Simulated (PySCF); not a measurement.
## Exercise with solution: refractive index and permittivity of the vapour

B(OH)2(OSiH3) (BH5O3Si), SMILES O(B(O)O)[SiH3].

Geometry optimised at B3LYP-D3(BJ)/def2-SVP. Other conformers were not sampled.

CAM-B3LYP/def2-TZVP (PySCF) gives a mean static polarisability of 48.5 bohr³ and a dipole moment of 2.96 D. Take an ideal gas at 298.15 K and 0.01 bar, whether or not the substance is that volatile.

### Question
Work out n − 1 in the optical limit and the static ε − 1.

### Answer

Polarisability volume α' = 48.5 × 0.148185 = 7.19 Å³. Number density N = p/kT = 2.43e-7 Å⁻³.
Dilute limit of Lorentz–Lorenz: n − 1 = 2π N α' = 1.1e-5.
Orientation term of Debye: μ²/(3kT) = 8.098 Å³ × μ²(D²) = 70.95 Å³.
ε − 1 = 4π N (α' + μ²/3kT) = 0.00024. Orientation of the dipole supplies 91 % of the static response; it can't follow optical fields. Vibrational polarisation and dispersion are left out.
